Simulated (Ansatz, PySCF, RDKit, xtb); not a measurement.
Complex: H2 (SMILES [H][H]) (first 2 atoms) with C4H6 (SMILES C=CC=C); geometry from B3LYP-D3(BJ)/def2-TZVP, rigid monomers moved along the line of their centres of mass till H2···C4 is 3.56 Å.
(charge 0, multiplicity 1):
```xyz
12

H     -0.39781    -0.77197    -0.13853
H     -0.31462    -0.32971     0.45481
C      0.97630     1.61743     3.10201
C      0.06684     0.90789     3.77235
C      0.19561    -0.50585     4.07516
C     -0.71768    -1.21617     4.73892
H      1.89025     1.16204     2.73843
H      0.83732     2.67006     2.89626
H     -0.83934     1.39496     4.12204
H      1.10144    -0.99327     3.72529
H     -0.58137    -2.26985     4.94111
H     -1.63242    -0.76056     5.10024
```

```tsv
level	interaction energy (meV)	cost
UFF	-17.3	-
GFN-FF	-12.9	-
GFN1-xTB	-12.6	-
HF/STO-3G (no counterpoise)	-1.2	-
HF/6-31G*	1.3	-
HF/6-31G* (no counterpoise)	-10.4	-
HF/aug-cc-pVDZ	-0.3	-
PBE-D4/def2-TZVPPD	-28.0	×1
BP86/6-31G* (no counterpoise)	0.9	-
r2SCAN-D4/def2-TZVPPD	-16.2	×1
B3LYP/3-21G (no counterpoise)	-14.2	-
B3LYP/6-31G* (no counterpoise)	-10.2	-
B3LYP/6-311+G** (no counterpoise)	1.4	-
B3LYP/def2-TZVPPD	1.6	×1
PBE0/def2-TZVPPD	-11.8	×1
PBE0-D3(BJ)/def2-TZVPPD	-25.6	×1
PBE0-D4/def2-TZVPPD	-25.4	×1
wB97X-V/def2-TZVPPD	-20.4	×3
MP2/6-31G*	-5.8	-
CCSD(T)/aug-cc-pVDZ	-17.3	×10
```

The rows run from -28.0 (PBE-D4/def2-TZVPPD) to 1.6 meV (B3LYP/def2-TZVPPD). The dispersion term adds -13.8 in PBE0-D3(BJ), -13.6 in PBE0-D4. The 3 functionals in def2-TZVPPD without D3 or D4 span 22.0, from wB97X-V to B3LYP.

Interaction energies are E(AB) − E(A) − E(B) at the monomers' geometry in the complex; basis-set methods are counterpoise corrected. Rows marked so take none. RDKit's UFF carries no charges.

Frozen-core correlation. Rows in 3-21G, 6-311+G**, 6-31G*, STO-3G carry no dispersion term and start afresh at each structure (6-31G* with six Cartesian d functions). MP2/6-31G* freezes PySCF's default core.

The values were computed with Ansatz (Gaussian orbitals); PySCF for 3-21G rows, 6-311+G** rows, 6-31G* rows, STO-3G rows, the dispersion terms; RDKit for the force fields; xtb for the GFN methods. Values without a source in brackets are computed.

Costs are rough ratios of core time to PBE/def2-TZVPPD (about 12 s over the structures, on one shared machine); a dash marks a level with no comparable run of its own.

Ansatz is a program for electronic structure.
